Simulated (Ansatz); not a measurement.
`C[SiH2][BH][ZnH]`, relaxed with RKS PBE-D4/def2-SVP in Ansatz 0.2.0 from a rough embedded geometry. The force threshold is 0.03 eV/Å; the program also tests the step.

The species carries charge 0 and has multiplicity 1.

Start:

```xyz
11

C     0.282   -1.325   -0.221
Si    0.639    0.354   -0.785
B    -0.020    1.578    0.546
Zn   -1.967    1.436    0.865
H     0.777   -1.582    0.754
H     0.673   -2.116   -0.984
H    -0.794   -1.507   -0.094
H    -0.011    0.624   -2.030
H     2.131    0.528   -0.981
H     0.443    1.567    1.638
H    -2.152    0.442    1.292
```

Problem. By how much does the energy fall, and how many steps does the optimiser take? (An estimate is asked.)

Solution. Ansatz gave: 98.45 kcal/mol, in 21 steps, 1 of them rejected.

Problem. Which bonds change most? (Best estimate.)

Solution. Computed: Zn4–H11 from 1.098 to 1.566 Å; Si2–H8 from 1.430 to 1.526 Å; C1–Si2 from 1.806 to 1.900 Å; B3–Zn4 from 1.979 to 2.063 Å.

Problem. Give the relaxed structure. (Estimate.)

Solution. Computed: 
```xyz
11

C     0.427   -1.588   -0.418
Si    0.875    0.251   -0.581
B    -0.070    1.518    0.644
Zn   -1.970    1.140    1.354
H     0.835   -2.010    0.523
H     0.839   -2.178   -1.260
H    -0.674   -1.723   -0.402
H     0.311    0.772   -1.901
H     2.377    0.391   -0.684
H     0.459    2.602    0.846
H    -3.410    0.824    1.879
```
